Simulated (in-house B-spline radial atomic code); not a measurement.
A fraction x of an electron is moved 3d → 4f in Rh5+, starting from [Kr] 4d4 and keeping the highest spin. All numbers are computed (scalar-relativistic (X2C) CAM-B3LYP, spin-polarised, spherical fractional occupations; Fermi nucleus of rms radius 4.4945 fm) with a B-spline radial code for spherical atoms, not measured.

Caution: exact exchange at fractional occupations of open shells leaves self-interaction of up to several eV.

| x | E(x) - E(0) (eV) | 3d down level (eV) | 4f up level (eV) |
| --- | --- | --- | --- |
| 0 | 0.0000 | -382.401 | - |
| 0.125 | 44.4993 | -385.659 | -28.271 |
| 0.25 | 89.3461 | -388.891 | -28.733 |
| 0.375 | ? | ? | ? |
| 0.5 | 180.0713 | -395.273 | -29.644 |
| 0.625 | ? | ? | ? |
| 0.75 | 272.1529 | -401.546 | -30.537 |
| 0.875 | 318.6952 | -404.642 | -30.977 |
| 1 | 365.5681 | -407.711 | -31.413 |

Question: What belongs in the row x = 0.375?

Answer: An energy change of 134.5377 eV; 3d down at -392.095 eV, 4f up at -29.191 eV.

Question: What belongs in the row x = 0.625?

Answer: An energy change of 225.9439 eV; 3d down at -398.423 eV, 4f up at -30.093 eV.

Question: Check Janak's theorem between x = 0.125 and 0.25.

Answer: The slope of the energy is 358.77 eV; the orbital levels give 358.77 eV (ε of the receiving orbital less ε of the emptying one, averaged over the two points).
